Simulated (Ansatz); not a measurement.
C2H5ClF2Si can be A, `FC[SiH](F)CCl`, or B, `C[Si@H](F)[C@@H](F)Cl`.

Isolated molecules relaxed with PBE0-D4/def2-TZVP in Ansatz; ΔE leaves out vibrations. CCSD(T)/CBS adds triple-zeta CCSD(T) − MP2 to the extrapolated MP2 energy (def2 sets, frozen cores). DFT in def2-TZVPP. B3LYP here is the variant with VWN-RPA as its local correlation; programs differ in this. Each species was taken in one conformer, which may not be the lowest.

(1) Which isomer does CCSD(T)/CBS put lower? Give the gap. (An estimate is asked.)

(2) Give E(B) − E(A) in kcal/mol with CCSD(T)/def2-TZVPP, MP2/def2-TZVPP, PBE-D4, ωB97M-V, B3LYP, PBE0-D4, B2PLYP. (Estimate.)

Largest T1 diagnostic: 0.011.

## Answers

(1) The calculation gave: B, by 5.8 kcal/mol.

(2) Computed: CCSD(T)/def2-TZVPP -5.8, MP2/def2-TZVPP -6.1, PBE-D4 -6.8, ωB97M-V -6.1, B3LYP -5.7, PBE0-D4 -6.2, B2PLYP -5.8. None reverses the order clearly.

In def2-TZVPP, CCSD(T) changes the Hartree–Fock value by −1.6 kcal/mol (the triples alone add −0.4 kcal/mol) and MP2 by −1.9 kcal/mol.
